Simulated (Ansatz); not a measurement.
Geometry optimisation, Ansatz, RKS B3LYP-D4/def2-SVP.

The input (input.yaml):

```yaml
crystal:
  periodic: [false, false, false]
  atoms:
    - { symbol: Ga, position_ang: [-1.108705, 0.188602, -0.359356] }
    - { symbol: Br, position_ang: [1.614931, -2.039686, 0.842637] }
    - { symbol: H, position_ang: [-1.340632, -0.570945, -1.697432] }
    - { symbol: H, position_ang: [-2.005482, 0.352907, 0.910005] }
    - { symbol: H, position_ang: [1.717712, -0.699393, 0.225022] }
    - { symbol: O, position_ang: [0.497984, 1.114428, -0.356562] }
    - { symbol: H, position_ang: [0.624191, 1.654087, 0.435687] }
basis:
  gaussian: { orbitals: def2-SVP }
hamiltonian:
  xc: b3lyp
  dispersion: d4
relax:
  f_tol: 0.03
  max_steps: 50
```

Launched with:

```bash
$ ansatz run input.yaml --threads 2 --pin off --max-ram 3072MiB --backend cpu --events-out ev --progress --plain --runs-dir out
```

Where does it end, and by what steps?

The forces met the threshold. After 16 steps the energy has fallen by 1.284 eV; H5 moved furthest, 1.11 Å. Parted: Br2–H5. Joined: Ga1–Br2, H5–O6.

```
step  energy less start (eV)  largest force component (eV/Å)  accepted
   0                  0.0000                           0.836       yes
   1                 -0.0904                           0.278       yes
   2                 -0.1130                           0.526       yes
   3                 -0.1250                           0.274       yes
   4                 -0.1403                           0.371       yes
   5                 -0.2315                           0.894       yes
   6                 -0.4455                           1.586       yes
   7                 -0.8164                           1.698       yes
   8                 -0.8585                           5.309       yes
   9                 -1.1737                           1.815       yes
  10                 -1.1897                           0.639       yes
  11                 -1.2736                           0.299       yes
  12                 -1.2629                           0.336        no
  13                 -1.2827                           0.090       yes
  14                 -1.2834                           0.037       yes
  15                 -1.2827                           0.061        no
  16                 -1.2838                           0.017       yes
```

```xyz
7
Properties=species:S:1:pos:R:3
Ga -0.840 -0.463 -0.175
Br 0.679 -2.094 0.673
H -1.172 -0.643 -1.690
H -1.710 0.207 0.944
H 1.530 0.384 0.042
O 0.788 0.957 -0.234
H 0.724 1.652 0.440
```

Time of the run: 44 s on 2 threads of Arm Neoverse V2, on a shared host, peak memory 0.22 GiB.
